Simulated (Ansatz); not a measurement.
Geometry optimisation, RKS revPBE-D4/def2-SVP (Ansatz).

input.yaml

```yaml
crystal:
  periodic: [false, false, false]
  atoms:
    - { symbol: Ta, position_ang: [0.0, 0.0, 0.0] }
    - { symbol: Cl, position_ang: [2.47, 0.0, 0.0] }
    - { symbol: F, position_ang: [0.0, 0.0, 1.93] }
    - { symbol: F, position_ang: [0.0, 0.0, -1.93] }
    - { symbol: F, position_ang: [-0.965, 1.6714, 0.0] }
    - { symbol: F, position_ang: [-0.965, -1.6714, 0.0] }
basis:
  gaussian: { orbitals: def2-SVP }
hamiltonian:
  xc: revpbe
  dispersion: d4
relax:
  f_tol: 0.02
  max_steps: 40
```

Launched with:

```bash
$ ansatz run input.yaml --threads 2 --pin off --max-ram 3072MiB --backend cpu --events-out ev --progress --plain --runs-dir out
```

Q: Where does it end, and by what steps?

A: It converged. The force dipped under the threshold on the way, but the program's further checks kept it going. After 7 steps the energy has fallen by 0.341 eV; F5 moved furthest, 0.18 Å.

```tsv
step	energy less start (eV)	largest force component (eV/Å)	accepted
0	0.0000	2.087	yes
1	-0.2619	1.620	yes
2	-0.3308	0.074	yes
3	-0.3344	0.085	yes
4	-0.3397	0.047	yes
5	-0.3394	0.250	no
6	-0.3405	0.007	yes
7	-0.3408	0.009	yes
```

```xyz
6
Properties=species:S:1:pos:R:3
Ta 0.048 0.000 0.000
Cl 2.342 0.000 0.000
F -0.137 0.000 1.893
F -0.137 0.000 -1.893
F -0.787 1.681 0.000
F -0.787 -1.681 0.000
```

Run time: 8.7 s on 2 threads of AMD EPYC 9R45 96-Core Processor (Zen 5), with other jobs on the host, peak memory 0.16 GiB.
